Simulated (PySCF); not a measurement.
C4H5BO, SMILES C1OCB1C#C. Geometry optimised at PBE-D3(BJ)/def2-SVP. This is a generated structure with no PubChem entry under its InChIKey; it may be hypothetical.

Calculation: PBE-D3(BJ)/def2-SVP (PySCF).

Harmonic wavenumbers (cm⁻¹): 109, 146, 199, 358, 445, 457, 494, 628, 749, 766, 846, 922, 951, 1029, 1086, 1116, 1144, 1173, 1304, 1342, 1378, 2090, 2910, 2927, 2953, 2957, 3391. Rotational constants (GHz): 11.94, 2.043, 1.785; symmetry number 2.

**Question.** Work out the zero-point energy and the ideal-gas rigid-rotor harmonic-oscillator thermochemistry at 298.15 K and 1 atm.

**Answer.** ZPE = ½ Σ hcν = ½ × 33872 cm⁻¹ = 202.60 kJ/mol. H − E(el) = 222.17 kJ/mol. Entropy in J/(mol K): translation 163.38, rotation 104.71, vibration 55.31, total 323.40. G − E(el) = 125.75 kJ/mol. Cp = 103.98 J/(mol K). Modes under 150 cm⁻¹ make the vibrational entropy uncertain.
